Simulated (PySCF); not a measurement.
C4H3F, SMILES C#C/C=C\F.

Geometry optimised at B3LYP-D3(BJ)/def2-SVP. The structure was generated by enumeration; whether it is a known compound was not checked.

Calculation: CAM-B3LYP/def2-TZVP run with PySCF.

Computed frontier levels, gap, dipole moment and polarisability:
```
Item                                                                                                             Value
---------------------------------------------------------------------------------------------  -----------------------
highest occupied level                                                                                        -8.37 eV
lowest empty level                                                                                             0.15 eV
orbital gap                                                                                                    8.52 eV
dipole moment                                                                                                   1.39 D
quadrupole, principal values (traceless, Buckingham form, about the centre of nuclear charge)  -5.59, -4.77, 10.36 D·Å
mean static polarisability                                                                        47.8 bohr³ (7.08 Å³)
polarisability, principal values                                                                28.3, 39.0, 76.2 bohr³
```
